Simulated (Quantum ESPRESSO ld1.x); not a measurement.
Values are calculated unless marked as measured or tabulated.
ld1.x (Quantum ESPRESSO 7.5) input

```
 &input
    atom='O',
    iswitch=1,
    rel=0,
    lsd=1,
    dft='SLA-VWN',
    config='[He] 2s2 2p3',
    verbosity='high',
    prefix='ld1',
    max_out_wfc=37,
    file_charge='ld1.rho',
 /
```

Command: `OMP_NUM_THREADS=1 ld1.x < ld1.in > ld1.out`

It prints (banner and zero overlaps left out):

```
     Program LD1 v.7.5 starts

     --------------------------- All-electron run ----------------------------

     atomic number is  8.00
     dft =SLA-VWN   lsd =1 sic =0 latt =0  beta=0.20 tr2=1.0E-14
     Exchange-correlation= SLA-VWN
                           (   1   2   0   0   0   0   0)
     mesh =1711 r(mesh) =  99.53989 a.u. xmin = -7.00 dx = 0.00800
     1 Ry =  13.60569312 eV

     n l     nl                  e(Ry)          e(Ha)          e(eV)
     1 0     1S 1( 1.00)     -38.902307496     -19.451153748   -529.2928576
     2 0     2S 1( 1.00)      -3.025544580      -1.512772290    -41.1646311
     2 1     2P 1( 3.00)      -1.943928946      -0.971964473    -26.4485007
     1 0     1S 2( 1.00)     -38.716886819     -19.358443410   -526.7700807
     2 0     2S 2( 1.00)      -2.615257342      -1.307628671    -35.5823888
     2 1     2P 2( 0.00)      -1.529548183      -0.764774091    -20.8105632

     final scf error:  5.0E-16 reached in  20 iterations

     Etot =    -148.033443 Ry,     -74.016721 Ha,   -2014.097591 eV
     Total magnetization:    3.00 Bohr mag.

     Ekin =     147.426466 Ry,      73.713233 Ha,    2005.839249 eV
     Encl =    -344.194158 Ry,    -172.097079 Ha,   -4683.000087 eV
     Eh   =      63.741876 Ry,      31.870938 Ha,     867.252403 eV
     Exc  =     -15.007626 Ry,      -7.503813 Ha,    -204.189157 eV
```

Run on one thread of a shared host, so times are rough (Intel(R) Xeon(R) Processor @ 2.60GHz): 0.32 s of CPU time, 1.4 s wall, 20 iterations on 1711 mesh points.
